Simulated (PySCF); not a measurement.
## How methods differ on the ionisation energy of Co(2+)

Co(2+) [Ar] 3d7 (4F) → Co(3+) [Ar] 3d6 (5D), as a difference of total energies. All numbers are calculated (PySCF 2.14, the non-relativistic Hamiltonian (point nucleus), in def2-QZVPPD). Correlated levels: valence: [Ar] frozen; valence and next inner shell: [Ne] frozen. The calculations carry no spin-orbit coupling.

```
                                method  ionisation energy (eV)  plus first-order spin-orbit estimate  difference from reference of that sum (eV)
                                   UHF                  31.450                                31.480                                      -2.020
                                   LDA                  34.611                                34.640                                      +1.140
                                   PBE                  34.373                                34.403                                      +0.903
                                  PBE0                  33.932                                33.962                                      +0.462
                                r2SCAN                  33.994                                34.024                                      +0.524
                               r2SCANh                  33.875                                33.904                                      +0.404
                                B2PLYP                  33.780                                33.810                                      +0.310
                             CAM-B3LYP                  34.242                                34.272                                      +0.772
                               wB97M-V                  33.964                                33.994                                      +0.494
                         MP2 (valence)                  33.317                                33.347                                      -0.153
                     SCS-MP2 (valence)                  33.425                                33.454                                      -0.046
    MP2 (valence and next inner shell)                  33.723                                33.753                                      +0.253
SCS-MP2 (valence and next inner shell)                  33.669                                33.699                                      +0.199
```

Reference: 33.5 ± 0.06 eV (semi-empirical (NIST evaluation); NIST Atomic Spectra Database, ionization energies).

A first-order spin-orbit estimate (lowest level to lowest level, LS coupling) adds 0.030 eV.

These non-relativistic numbers lack the scalar-relativistic shift.

Errors of the correlated levels include the incompleteness of this basis and the frozen core.
